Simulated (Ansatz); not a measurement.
Program: Ansatz 0.2.0.

A structure relaxed at PBE0-D4/def2-TZVP, charge 0, multiplicity 1:

Cartesian coordinates in Å:
```
C -1.280 -2.831 0.106
C -0.784 -1.731 0.064
Ga -0.002 0.000 -0.001
C 1.414 0.446 1.186
C 2.314 0.730 1.939
C -0.633 1.284 -1.250
C -1.033 2.101 -2.045
H -1.718 -3.803 0.143
H 3.108 0.981 2.605
H -1.386 2.822 -2.746
```

(1) Give its formula and SMILES.

(2) Point group (tolerance 0.08 Å, 0.16 Å for H)?

(3) Summarise the bond lengths by kind.

Results:

(1) C6H3Ga, `C#[C][Ga]([C]#C)[C]#C`.

(2) D3h.

(3) 3 × C–C 1.208 Å; 3 × C–H 1.066 Å; 3 × C–Ga 1.900 Å.
